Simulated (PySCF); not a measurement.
Excitations are Tamm–Dancoff values on a coarser integration grid. The basis has no diffuse functions, so Rydberg states are missing or too high.

Cartesian coordinates (Å):
SMILES: N[Si](Br)(Br)Br
```xyz
7

N      1.0805     0.0740    -0.3796
Si    -0.5289     0.0151     0.1287
Br    -0.9380    -1.3929     1.8092
Br    -1.7608    -0.6397    -1.5926
Br    -1.0983     2.0429     0.8162
H      1.7746     0.5655     0.1613
H      1.4708    -0.6648    -0.9432
```
Charge 0, spin multiplicity 1.

Predict the S1 excitation (TDA), total energy, S1–T1 gap (TDA), T1 excitation (TDA), HOMO, LUMO, S1 oscillator strength and HOMO–LUMO gap from M06-2X/def2-TZVP // B3LYP-D3(BJ)/def2-TZVP (PySCF 2.14.0).


The S1 excitation (TDA) is 6.31 eV, the total energy is -8068.2120 Ha and the S1–T1 gap (TDA) is 0.37 eV. The T1 excitation (TDA) is 5.94 eV and the HOMO is -9.45 eV. The LUMO is -0.10 eV, the S1 oscillator strength is 0.001 and the HOMO–LUMO gap comes out as 9.35 eV.
